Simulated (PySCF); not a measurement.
How good is the calculation?

Atoms are numbered as in `[OH:1][CH2:2][c:3]1[cH:4][cH:5][o:6][cH:7]1`. Hydrogens are named by the atom that carries them.

Published estimates (parent shift plus substituent increments) and measurements: δ $^{1}$H H(C5) 7.36; H(C7) 7.35; H(C4) 6.38 ppm (estimated from measurements, as parent shift plus tabulated substituent increment; solution, not stated per compound (mostly CDCl3 or CCl4); Pretsch, Buehlmann, Badertscher, Structure Determination of Organic Compounds, 4th ed. (2009)).

All values are calculated (PySCF): structure optimised with GFN2-xTB, shieldings: GIAO PBE0/pcSseg-1. Isolated molecule, one computed conformer, fast rotation and ring inversion assumed for equivalent nuclei, non-relativistic.

Task: What does the calculation give, and how does it compare?

Result: 
Reference values: estimated from measurements, as parent shift plus tabulated substituent increment (solution, not stated per compound (mostly CDCl3 or CCl4); Pretsch, Buehlmann, Badertscher, Structure Determination of Organic Compounds, 4th ed. (2009)).
```json
{"atoms": "H(C5)", "quantity": "δ $^{1}$H", "reference": "7.36", "computed": "7.52", "computed, scaled": "7.18"}
{"atoms": "H(C7)", "quantity": "δ $^{1}$H", "reference": "7.35", "computed": "7.69", "computed, scaled": "7.35"}
{"atoms": "H(C4)", "quantity": "δ $^{1}$H", "reference": "6.38", "computed": "6.61", "computed, scaled": "6.33"}
```

Computed shifts are σ(ref) − σ with the named reference compound (TMS for H and C) calculated as an isolated molecule at the same level. The measured values may be among those fitted. Expected solution values come from regression of measured δ (H and C: mostly CDCl3, vs TMS) on computed σ: $^{1}$H (scatter 0.17 ppm rms, 0.18 ppm with the 4 outliers that the fit left out). Occasional misses reach two or three times the rms, and more in compound classes unlike the fitted ones. H not on carbon is unscaled (vs computed TMS).

Task: How far are the unscaled $^{1}$H shifts from the references?

Result: Mean signed difference +0.24 ppm, mean absolute 0.24 ppm over 3 comparisons; the largest is +0.34 ppm at H(C7) (hydrogen on an aromatic CH next to the ring oxygen).
